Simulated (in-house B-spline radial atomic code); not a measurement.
Configurations of Sb⁴⁺, with energies counted from [Kr] 4d10 5s1. All numbers are computed (non-relativistic Hartree-Fock, spin-polarised, averaged over the determinants with the given up and down occupations; point nucleus) with an all-electron radial atomic-structure program (B-spline basis), not measured. Shells without spins written out take the highest spin.

Occupations are held fixed; configurations that lie above the ionisation limit could autoionise.

| configuration | E - E(ref) (eV) | highest orbital | its <r> (bohr) |
| --- | --- | --- | --- |
| [Kr] 4d9 5s2 | 32.504 | 5s down | 2.017 |
| [Kr] 4d9 5s1 5p1 | 39.182 | 5p up | 2.208 |
| [Kr] 4d9 5s1 6f1 | 74.385 | 6f up | 7.757 |
| [Ar] 3d10 4s2 4p5 4d10 4f1 5s1 | 134.1 | 4f up | 2.253 |
| [Ar] 3d10 4s2 4p(3 up, 2 down) 4d10 5s(1 up, 0 down) 6f(1 up, 0 down) | 148.83 | 6f up | 7.71 |
| [Ar] 3d(4 up, 5 down) 4s2 4p6 4d10 5s(1 up, 0 down) 5p(0 up, 1 down) | 549.99 | 5p down | 2.236 |

(1) Order these further configurations by energy, lowest first.
A. [Kr] 4d10 6f1
B. [Kr] 4d9 5s1 6p1
C. [Kr] 4d9 5s1 5d1
D. [Ar] 3d9 4s2 4p6 4d10 5s1 5d1
E. [Kr] 4d(5 up, 4 down) 4f(1 up, 0 down) 5s(0 up, 1 down)

(2) How far above the reference does [Kr] 4d10 5p1 lie?

## Answers

(1) A (40.914 eV), C (54.872 eV), E (60.669 eV), B (62.288 eV), D (562.99 eV).

(2) 9.1847 eV; its least bound orbital is 5p up with <r> = 2.323 bohr.
